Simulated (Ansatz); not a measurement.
Start from `O[SiH2][AlH][F]` and change one atom or group to get `O[SiH2][AlH2]`.

Ansatz, PBE0-D4/def2-TZVP geometries, multiplicity 1. Each molecule was computed in one conformer, which needn't be the lowest.

```json
{"property": "HOMO energy (PBE/def2-TZVPP) / eV", "`O[SiH2][AlH][F]`": "-6.35"}
{"property": "zero-point energy (PBE0-D4/def2-TZVP) / kJ/mol", "`O[SiH2][AlH][F]`": "106.0"}
{"property": "ideal-gas entropy at 298 K and 1 bar (rigid rotor, harmonic PBE0-D4/def2-TZVP) / J/(mol·K)", "`O[SiH2][AlH][F]`": "350"}
{"property": "LUMO energy (ωB97M-V/def2-TZVPP) / eV", "`O[SiH2][AlH][F]`": "-0.13"}
{"property": "HOMO–LUMO gap (ωB97M-V/def2-TZVPP) / eV", "`O[SiH2][AlH][F]`": "9.42"}
{"property": "LUMO energy (PBE0/def2-TZVPP) / eV", "`O[SiH2][AlH][F]`": "-1.78"}
```

(1) What does the change do to each property? (Estimate.)

Answers

(1) Ansatz gave: 
```
                                                                                  property  `O[SiH2][AlH2]`  shift
                                                         HOMO energy (PBE/def2-TZVPP) / eV            -6.31   0.04
                                            zero-point energy (PBE0-D4/def2-TZVP) / kJ/mol            115.2    9.2
ideal-gas entropy at 298 K and 1 bar (rigid rotor, harmonic PBE0-D4/def2-TZVP) / J/(mol·K)              324    -26
                                                     LUMO energy (ωB97M-V/def2-TZVPP) / eV            -0.37  -0.24
                                                   HOMO–LUMO gap (ωB97M-V/def2-TZVPP) / eV             9.05  -0.37
                                                        LUMO energy (PBE0/def2-TZVPP) / eV            -2.01  -0.23
```

With PBE0 the HOMO rises by 0.11 eV and the LUMO falls by 0.23 eV, so the gap narrows by about 0.34 eV. PBE moves the HOMO by 0.04 eV and ωB97M-V by 0.12 eV. Modes under 60 cm⁻¹, often nearly free rotors, make the harmonic entropy too high.
